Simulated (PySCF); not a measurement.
B(H)(NHMe)(OMe) (C2H8BNO), SMILES CNBOC.

Geometry: PBE-D3(BJ)/def2-SVP. This is a generated structure with no PubChem entry under its InChIKey; it may be hypothetical. One conformer was computed; it need not be the lowest.

Calculation: PBE/def2-TZVP in PySCF.

Symmetry labels are those of the subgroup Cs that the program uses (full group Cs).

Problem. List the valence orbital energies around the gap with their symmetry. (The exact figures need the calculation; the answer reports its results.)

Solution. 
| orbital | symmetry | energy (eV) |
|---|---|---|
| HOMO−7 | A" | -10.95 |
| HOMO−6 | A' | -10.36 |
| HOMO−5 | A" | -10.36 |
| HOMO−4 | A' | -9.15 |
| HOMO−3 | A' | -8.24 |
| HOMO−2 | A" | -7.39 |
| HOMO−1 | A' | -7.19 |
| HOMO | A" | -5.84 |
| LUMO | A' | 0.10 |
| LUMO+1 | A" | 0.24 |
| LUMO+2 | A' | 0.89 |
| LUMO+3 | A' | 1.40 |
